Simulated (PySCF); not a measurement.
PySCF input file for CH5AlS2, SMILES [CH3][Al]([SH])[SH], TDDFT-LC-ωPBE/def2-SVPD. Coordinates come from a PBE0-D3(BJ)/def2-SVP optimisation. Other conformers were not sampled.

```python
import numpy as np
from pyscf import gto, scf, dft, tdscf

mol = gto.M(
    atom='''
    Al    0.36005259   -0.06552221   -0.02464415
    C     2.25649930   -0.45824449   -0.16082190
    H     2.41047053   -1.53732153   -0.32938350
    H     2.79520888   -0.19048095    0.76171968
    H     2.72513083    0.07603171   -1.00209413
    S    -0.62939624   -0.18477965    1.92847172
    H    -1.86655574    0.12318219    1.48275805
    S    -0.76563441    0.46802766   -1.82903040
    H    -1.96344350    0.59787583   -1.21875579
    ''',
    basis='def2-SVPD',
    charge=0,
    spin=0,
    max_memory=1600,
    verbose=4,
)
mf = dft.RKS(mol, xc='lc_wpbe').density_fit(auxbasis='def2-universal-jkfit')
mf.grids.level = 3
mf.conv_tol = 1e-9
mf.max_cycle = 100
mf.kernel()
mf.grids = dft.Grids(mol).set(level=1).build(with_non0tab=True)  # coarser grid for the response kernel
td = tdscf.TDDFT(mf)
td.singlet = True
td.nstates = 10
td.conv_tol = 1e-4
td.positive_eig_threshold = 1e-6
td.kernel(x0=td.get_init_guess(mf, 15))
td.analyze()
tt = tdscf.TDA(mf)
tt.singlet = False
tt.nstates = 4
tt.conv_tol = 1e-4
tt.positive_eig_threshold = 1e-6
tt.kernel(x0=tt.get_init_guess(mf, 9))
tt.analyze(verbose=3)
```

It prints:

```
PySCF version 2.14.0

[INPUT] verbose = 4
[INPUT] num. atoms = 9
[INPUT] num. electrons = 56
[INPUT] charge = 0
[INPUT] spin (= nelec alpha-beta = 2S) = 0
[INPUT] symmetry False subgroup None
[INPUT] Mole.unit = angstrom
[INPUT] Symbol           X                Y                Z      unit          X                Y                Z       unit  Magmom
[INPUT]  1 Al     0.360052590000  -0.065522210000  -0.024644150000 AA    0.680400785540  -0.123819031976  -0.046570694073 Bohr   0.0
[INPUT]  2 C      2.256499300000  -0.458244490000  -0.160821900000 AA    4.264165677273  -0.865956584191  -0.303909345832 Bohr   0.0
[INPUT]  3 H      2.410470530000  -1.537321530000  -0.329383500000 AA    4.555129133035  -2.905116657097  -0.622444604951 Bohr   0.0
[INPUT]  4 H      2.795208880000  -0.190480950000   0.761719680000 AA    5.282179244152  -0.359956827447   1.439441578891 Bohr   0.0
[INPUT]  5 H      2.725130830000   0.076031710000  -1.002094130000 AA    5.149750922309   0.143679108682  -1.893683456734 Bohr   0.0
[INPUT]  6 S     -0.629396240000  -0.184779650000   1.928471720000 AA   -1.189386517431  -0.349182931893   3.644283389769 Bohr   0.0
[INPUT]  7 H     -1.866555740000   0.123182190000   1.482758050000 AA   -3.527279144835   0.232780602524   2.802006623494 Bohr   0.0
[INPUT]  8 S     -0.765634410000   0.468027660000  -1.829030400000 AA   -1.446839346443   0.884444096121  -3.456366529504 Bohr   0.0
[INPUT]  9 H     -1.963443500000   0.597875830000  -1.218755790000 AA   -3.710370476057   1.129821575197  -2.303114655828 Bohr   0.0

nuclear repulsion = 240.606904994653
number of shells = 60
number of NR pGTOs = 212
number of NR cGTOs = 138
basis = def2-SVPD
ecp = {}


[settings echo left out]
init E= -1079.33602892668
  HOMO = -0.349940236423163  LUMO = -0.0202529566235956  gap/eV = 8.97125
cycle= 1 E= -1079.30013151766  delta_E= 0.0359  |g|= 0.356  |ddm|= 3.16
  HOMO = -0.363926172527124  LUMO = 0.0251904353164334  gap/eV = 10.58840
cycle= 2 E= -1079.33780215549  delta_E= -0.0377  |g|=  0.2  |ddm|= 0.915
  HOMO = -0.379260211274942  LUMO = 0.0307851698529134  gap/eV = 11.15790
cycle= 3 E= -1079.34995016972  delta_E= -0.0121  |g|= 0.026  |ddm|= 0.373
  HOMO = -0.378671609004067  LUMO = 0.0319325605421192  gap/eV = 11.17311
cycle= 4 E= -1079.35039917912  delta_E= -0.000449  |g|= 0.00795  |ddm|= 0.0772
  HOMO = -0.378274090252532  LUMO = 0.0317991951430763  gap/eV = 11.15866
cycle= 5 E= -1079.35042956185  delta_E= -3.04e-05  |g|= 0.00314  |ddm|= 0.0198
  HOMO = -0.378452604425374  LUMO = 0.0318219779839075  gap/eV = 11.16414
cycle= 6 E= -1079.35043418721  delta_E= -4.63e-06  |g|= 0.000524  |ddm|= 0.00673
  HOMO = -0.378440470686928  LUMO = 0.0318074539190309  gap/eV = 11.16341
cycle= 7 E= -1079.35043440017  delta_E= -2.13e-07  |g|= 0.0002  |ddm|= 0.00147
  HOMO = -0.378457854331056  LUMO = 0.0318090174385568  gap/eV = 11.16393
cycle= 8 E= -1079.35043442108  delta_E= -2.09e-08  |g|= 3.58e-05  |ddm|= 0.000465
  HOMO = -0.37846159014347  LUMO = 0.0318079159069944  gap/eV = 11.16400
cycle= 9 E= -1079.35043442242  delta_E= -1.34e-09  |g|= 9.49e-06  |ddm|= 0.000121
  HOMO = -0.378459259118136  LUMO = 0.0318085728557351  gap/eV = 11.16396
cycle= 10 E= -1079.3504344225  delta_E= -7.69e-11  |g|= 2.67e-06  |ddm|= 4.32e-05
  HOMO = -0.37845997692035  LUMO = 0.0318083767572954  gap/eV = 11.16397
Extra cycle  E= -1079.3504344225  delta_E= -4.09e-12  |g|= 1.15e-06  |ddm|= 7.32e-06
converged SCF energy = -1079.3504344225
tot grids = 36528
Overwritten attributes  positive_eig_threshold  of <class 'pyscf.tdscf.rks.TDDFT'>


******** <class 'pyscf.tdscf.rks.TDDFT'> for <class 'pyscf.df.df_jk.DFRKS'> ********
nstates = 10 singlet
deg_eia_thresh = 1.000e-03
wfnsym = None
conv_tol = 0.0001
eigh lindep = 1e-12
eigh level_shift = 0
eigh max_cycle = 100


Excitation energies (eV)
[6.39395625 6.5055315  6.6497988  6.6702459  7.05947474 7.15804363
 7.23551065 7.28434013 7.66035736 7.86412441]

** Singlet excitation energies and oscillator strengths **
Excited State   1:      6.39396 eV    193.91 nm  f=0.0003
      27 -> 33        0.13158
      27 -> 36       -0.12615
      27 -> 38        0.13387
      28 -> 31        0.59174
      28 -> 32        0.20302
      28 -> 43       -0.10141
Excited State   2:      6.50553 eV    190.58 nm  f=0.0010
      27 -> 33       -0.18991
      28 -> 29       -0.60450
      28 -> 32        0.15773
      28 -> 37        0.17171
      28 -> 39        0.15889
Excited State   3:      6.64980 eV    186.45 nm  f=0.0613
      26 -> 31       -0.15773
      28 -> 30        0.64787
Excited State   4:      6.67025 eV    185.88 nm  f=0.0128
      25 -> 30       -0.12378
      27 -> 29       -0.24094
      27 -> 31       -0.44143
      28 -> 33       -0.29285
      28 -> 36        0.17544
      28 -> 38       -0.19616
      28 -> 44        0.11018
Excited State   5:      7.05947 eV    175.63 nm  f=0.0267
      25 -> 30        0.57018
      27 -> 29        0.23282
      27 -> 31       -0.24696
      27 -> 32       -0.13522
Excited State   6:      7.15804 eV    173.21 nm  f=0.1387
      25 -> 30       -0.33618
      27 -> 29        0.43989
      27 -> 30        0.24180
      27 -> 31       -0.17429
      27 -> 32       -0.17352
      27 -> 37       -0.10150
      27 -> 39       -0.11475
      28 -> 33        0.15526
Excited State   7:      7.23551 eV    171.36 nm  f=0.0519
      25 -> 30       -0.16276
      25 -> 31       -0.12941
      27 -> 29        0.12756
      27 -> 30       -0.60538
      27 -> 31       -0.11606
Excited State   8:      7.28434 eV    170.21 nm  f=0.0006
      26 -> 30        0.68503
Excited State   9:      7.66036 eV    161.85 nm  f=0.1155
      24 -> 33       -0.13240
      25 -> 33       -0.14750
      26 -> 29        0.53493
      26 -> 31        0.31008
      26 -> 37       -0.14430
      26 -> 39       -0.14207
Excited State  10:      7.86412 eV    157.66 nm  f=0.2107
      25 -> 29       -0.60031
      25 -> 39        0.18483
      26 -> 33        0.18607

** Transition electric dipole moments (AU) **
state          X           Y           Z        Dip. S.      Osc.
  1         0.0025     -0.0070      0.0436      0.0020      0.0003
  2         0.0045     -0.0138      0.0782      0.0063      0.0010
  3        -0.0205      0.1212     -0.6008      0.3761      0.0613
  4        -0.0421     -0.2643     -0.0836      0.0786      0.0128
  5         0.1099      0.3728      0.0577      0.1544      0.0267
  6         0.3067      0.8248      0.1292      0.7911      0.1387
  7        -0.3477      0.4061      0.0843      0.2929      0.0519
  8         0.0105     -0.0129      0.0536      0.0031      0.0006
  9         0.0302     -0.1336      0.7724      0.6154      0.1155
 10        -1.0174      0.2293      0.0784      1.0938      0.2107

** Transition velocity dipole moments (imaginary part, AU) **
state          X           Y           Z        Dip. S.      Osc.
  1         0.0006     -0.0016      0.0102      0.0001      0.0003
  2         0.0011     -0.0034      0.0190      0.0004      0.0010
  3        -0.0050      0.0300     -0.1480      0.0228      0.0623
  4        -0.0110     -0.0674     -0.0210      0.0051      0.0139
  5         0.0284      0.0928      0.0143      0.0096      0.0247
  6         0.0798      0.2158      0.0338      0.0541      0.1370
  7        -0.0910      0.1072      0.0223      0.0203      0.0508
  8         0.0028     -0.0035      0.0150      0.0002      0.0006
  9         0.0088     -0.0389      0.2247      0.0521      0.1234
 10        -0.3016      0.0676      0.0232      0.0961      0.2216

** Transition magnetic dipole moments (imaginary part, AU) **
state          X           Y           Z
  1        -0.3086      0.0841      0.0281
  2        -1.0458      0.2260      0.0761
  3        -0.1573     -0.2331      0.0177
  4        -0.0416      0.1349     -0.8727
  5         0.0392     -0.2042      1.1787
  6        -0.0039      0.0627     -0.3609
  7        -0.0346      0.0413     -0.2056
  8        -1.3549      0.2827      0.0975
  9        -0.1011     -0.6339     -0.1043
 10         0.0026     -0.0126      0.0433
Overwritten attributes  positive_eig_threshold  of <class 'pyscf.tdscf.rks.TDA'>


******** <class 'pyscf.tdscf.rks.TDA'> for <class 'pyscf.df.df_jk.DFRKS'> ********
nstates = 4 triplet
deg_eia_thresh = 1.000e-03
wfnsym = None
conv_tol = 0.0001
eigh lindep = 1e-12
eigh level_shift = 0
eigh max_cycle = 100


Excitation energies (eV)
[5.87330618 5.90950887 6.1029479  6.15580764]

** Triplet excitation energies and oscillator strengths **
Excited State   1:      5.87331 eV    211.10 nm  f=0.0000
Excited State   2:      5.90951 eV    209.80 nm  f=0.0000
Excited State   3:      6.10295 eV    203.15 nm  f=0.0000
Excited State   4:      6.15581 eV    201.41 nm  f=0.0000
```

The run converged.
